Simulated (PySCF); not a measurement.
Electronic structure of Bi⁺ (bismuth, charge +1) at the UHF level

Configuration: [Xe] 4f14 5d10 6s1 6p2 7s1, high-spin 5P determinant (an excited configuration). Calculation: PySCF 2.14, in aug-cc-pVTZ-PP with one added diffuse shell each of d, f type with ECP60MDF (6s5p5d3f, 67 functions); scalar relativity through the core potential.

- Total energy: -212.738916 hartree
- One-electron energy: -361.5244 hartree
- Hartree (Coulomb) energy: 164.6094 hartree
- Exchange energy: -15.8240 hartree
- ⟨S²⟩: 6.0048
- ⟨L²⟩: 2.040
- Sum of ⟨r⟩: 32.58 bohr
- Sum of ⟨r²⟩: 76.85 bohr²
- Traceless quadrupole moment −½Σ⟨3z² − r²⟩ along its main axis: 1.50 e·bohr²

```tsv
shell	electrons	mean orbital energy (hartree)	spread (hartree)	rms radius, mean of both spins (bohr)
5s α	1	-7.19713	0	0.899
5s β	1	-7.16473	0	0.899
5p α	3	-4.77001	0.00892	1.02
5p β	3	-4.75088	0.02491	1.02
5d α	5	-1.82228	0.01748	1.31
5d β	5	-1.79039	0.03098	1.31
6s α	1	-1.21964	0	2.24
6p α	2	-0.72432	0	2.80
7s α	1	-0.29727	0	5.59
```

Energies and moments cover only the electrons outside the core potential. Spin-orbit coupling is strong in this species (close to jj coupling), so the high-spin LS determinant is a model state, not a physical level. The outer electron is Rydberg-like, and this basis confines it to a smaller radius and binds it less than a complete one would.
